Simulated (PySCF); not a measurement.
Problem. Write Cartesian coordinates for `C1(F)[C@@H]2C=C([C@@H](O2)C=1)C#N` as optimised with GFN2-xTB.

Solution. 
```
atom  x, y, z in Å
N1     3.5187   -0.6909    0.3572
C2     2.4456   -0.3040    0.2335
C3     1.1303    0.1470    0.1138
C4     0.5448    0.9388   -0.7869
C5    -0.9188    1.0077   -0.3424
O6    -0.7767    0.9442    1.0671
C7    -0.0126   -0.2491    1.0840
C8    -0.8985   -1.2014    0.2789
C9    -1.4652   -0.4014   -0.6109
F10   -2.2995   -0.6589   -1.6086
H11    0.9491    1.4228   -1.6524
H12   -1.5133    1.8513   -0.6744
H13    0.2698   -0.5502    2.0866
H14   -0.9742   -2.2564    0.4321
```

Any rigid rotation of these coordinates is as good. Atoms count from 1 in this order. The 5-membered ring C3–C4–C5–O6–C7 has internal angles of 95.9° to 104.5° (sum 506°, against 540° for a flat polygon); it is puckered, 0.24 Å rms from its mean plane, widest ring torsion 54°. The 5-membered ring C5–O6–C7–C8–C9 has internal angles of 95.9° to 106.5° (sum 507°, against 540° for a flat polygon); it is puckered, 0.24 Å rms from its mean plane, widest ring torsion 54°. The 7 C–C bonds span 1.324 Å (C8=C9, drawn double) to 1.551 Å (C3–C7, drawn single), a spread of 0.227 Å.

Bonds between heavy atoms (Å): N1≡C2 1.147, C2–C3 1.396, C3=C4 1.335, C4–C5 1.531, C5–O6 1.418, O6–C7 1.417, C7–C8 1.530, C8=C9 1.324, C9–F10 1.326, C3–C7 1.551, C5–C9 1.535.

Computed geometry: GFN2-xTB, gas phase.

Point group: C1 (no symmetry element, even within 0.4 Å). GFN2-xTB frequencies: not computed here.
